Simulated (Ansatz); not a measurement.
Two isomers of CH5BN2O: A = `N=COBN`, B = `C=NB(N)O`.

Computed with Ansatz on PBE0-D4/def2-TZVP structures; ΔE is electronic, products minus reactants. CCSD(T)/CBS adds triple-zeta CCSD(T) − MP2 to the extrapolated MP2 energy (def2 sets, frozen cores). Functionals use def2-TZVPP. B3LYP here is the variant with VWN-RPA as its local correlation; programs differ in this. Each species was taken in one conformer, which may not be the lowest.

A:

```xyz
10

N     0.9371    0.0923    1.2892
C    -0.2044    0.6299    1.2452
O    -1.0258    0.5837    0.1972
B    -0.7832   -0.0559   -1.0270
N     0.3827   -0.7446   -1.3106
H     1.3698    0.2655    2.1906
H    -0.6610    1.1994    2.0595
H    -1.6709    0.0387   -1.8206
H     1.1229   -0.8147   -0.6280
H     0.5326   -1.1943   -2.1954
```

B:

```xyz
10

C    -1.548   -1.148    0.199
N    -0.660   -0.472    0.766
B     0.530    0.098    0.171
N     0.522    1.452   -0.230
O     1.633   -0.715    0.079
H    -1.543   -1.397   -0.873
H    -2.400   -1.535    0.769
H    -0.284    2.034   -0.093
H     1.330    1.949   -0.559
H     2.421   -0.267   -0.231
```

(1) Which is lower in electronic energy at CCSD(T)/CBS, and by how much? (An estimate is asked.)

(2) Give E(B) − E(A) in kJ/mol with r2SCAN-D4, CCSD/def2-TZVPP, BLYP-D4, CCSD(T)/def2-SVP, PBE0-D4, B3LYP, CCSD(T)/def2-TZVPP. (Best estimate.)

(3) Does the order hold for the free energy at 298.15 K (harmonic terms from PBE0-D4)? (An estimate is asked.)

Largest T1 diagnostic: 0.014.

## Answers

(1) Ansatz gave: B, by 57.3 kJ/mol.

(2) Ansatz gave: r2SCAN-D4 -48.8, CCSD/def2-TZVPP -58.6, BLYP-D4 -48.7, CCSD(T)/def2-SVP -50.3, PBE0-D4 -49.4, B3LYP -52.5, CCSD(T)/def2-TZVPP -55.6. None reverses the order clearly.

(3) Computed: Yes: G(B) − G(A) = -63.2 kJ/mol, for one conformer each. Modes under 60 cm⁻¹, often nearly free rotors, make the harmonic entropy too high.

From BLYP to BHLYP (50 % exact exchange), in def2-TZVPP and without D4, E(B) − E(A) moves by −5.0 kJ/mol. At CCSD(T), def2-SVP lies +7.0 kJ/mol from the extrapolated value and def2-TZVPP +1.7 kJ/mol.
